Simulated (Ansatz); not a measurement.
Sn₄Ge₂H₁₂, an alloyed cluster cut from the lattice of tin (2 Ge, core). Charge 0, multiplicity 1. Geometry PBE-D4/def2-SVP; atoms count from 1.

```xyz
18

Ge   -2.027    1.253   -0.735
Sn    1.722    1.595    1.046
Sn    0.779   -2.209   -1.306
Sn   -1.890   -1.349   -1.113
Sn    2.279   -1.149    0.821
Ge   -0.876    1.917    1.319
H    -3.519    1.701   -0.693
H    -1.358    1.982   -1.937
H     2.577    2.315    2.374
H     2.227    2.408   -0.402
H     0.858   -3.943   -1.324
H     1.454   -1.652   -2.804
H    -2.642   -2.144    0.233
H    -2.779   -1.790   -2.537
H     1.814   -1.937    2.295
H     3.977   -1.431    0.601
H    -1.386    1.033    2.495
H    -1.212    3.399    1.667
```

In the def2 sets Sn takes a core potential; there is no spin–orbit coupling.

(1) Estimate the Mulliken populations from the PBE0/def2-TZVP orbitals of Ansatz.

(2) And the Mayer bond orders between heavy atoms (over 0.3)?

## Answers

(1) 
```csv
atom,charge (e)
Ge1,-0.10
Sn2,0.12
Sn3,0.08
Sn4,0.12
Sn5,0.08
Ge6,-0.10
H7,0.03
H8,0.03
H9,-0.04
H10,-0.04
H11,-0.04
H12,-0.04
H13,-0.04
H14,-0.04
H15,-0.04
H16,-0.04
H17,0.03
H18,0.03
```
Mulliken values depend strongly on the basis.

(2) Ge1–Sn4 0.87 (2.63 Å); Ge1–Ge6 0.87 (2.45 Å); Sn2–Sn5 0.87 (2.81 Å); Sn2–Ge6 0.87 (2.63 Å); Sn3–Sn4 0.86 (2.81 Å); Sn3–Sn5 0.86 (2.81 Å).
